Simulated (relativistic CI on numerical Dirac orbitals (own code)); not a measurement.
Transition arrays of Xe XVIII

Method of calculation: Dirac-Coulomb-Breit CI, separate exchange-only KLI orbitals for each configuration, a model potential for QED, valence Slater integrals scaled by 0.9, whole transition arrays (own radial code, finite nucleus).

Configurations in the expansion (outside the closed core [Ar] 3d10 4s2): 4p6 4d, 4p6 4f, 4p5 4d2, 4p6 5p, 4p6 5f. Levels of other configurations are missing.

All E1 lines from the levels of 4p6 4d; mean and standard deviation are weighted by gf, and upper levels are sorted by their leading configuration.

```tsv
Upper configuration	Lines	Σgf	Mean (eV)	Mean (nm)	σ (eV)	Strongest line (nm)
4p5 4d2	63	58.9	115.31	10.752	5.51	10.562
4p6 5p	3	1.1	154.07	8.047	1.52	8.004
4p6 5f	3	1.0	231.46	5.357	1.29	5.380
```

Σgf per state of the lower configuration in bins of 0.2 nm over the central range (centre: value): 5.3: 0.10, 8.1: 0.11, 10.5: 2.27, 10.7: 3.22, 11.1: 0.05, 12.9: 0.09.

**Question.** How do configuration mixing and the scaling of the Slater integrals move the arrays?

**Answer.** Slater scale 0.9, no configuration mixing: 4p6 4f 103.0 ± 1.2 eV (Σgf 7.6), 4p5 4d2 112.3 ± 7.3 eV (Σgf 48.8), 4p6 5p 154.1 ± 1.5 eV (Σgf 1.3), 4p6 5f 231.4 ± 1.3 eV (Σgf 1.2); Slater scale 1: 4p5 4d2 117.7 ± 5.5 eV (Σgf 60.2), 4p6 5p 154.1 ± 1.5 eV (Σgf 1.1), 4p6 5f 231.5 ± 1.3 eV (Σgf 1.0); Slater scale 0.8: 4p6 4f 98.5 ± n/a eV (Σgf 0.2), 4p5 4d2 113.0 ± 5.5 eV (Σgf 57.5), 4p6 5p 154.1 ± 1.5 eV (Σgf 1.2), 4p6 5f 231.5 ± 1.3 eV (Σgf 1.0). With mixing, levels are counted to their leading configuration, so an array can shrink or vanish into another, and the sums then hold other lines.
